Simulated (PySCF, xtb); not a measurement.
AlH2O2, SMILES [Al]([OH])[OH], multiplicity 2. The values are those of a single conformer.

Harmonic wavenumbers (cm⁻¹) from GFN2-xTB in xtb at its own minimum, in rising order: 107, 434, 437, 460, 462, 705, 951, 3693, 3694.

Q: What does PBE-D3(BJ)/def2-TZVP (PySCF) give at its own minimum? (An estimate is asked for; the answer gives what the named calculation found.)

A: 167, 211, 276, 520, 585, 758, 855, 3754, 3757. Paired by order, the mean absolute difference is 100 cm⁻¹ and the zero-point energies are 15.6 and 15.6 kcal/mol.
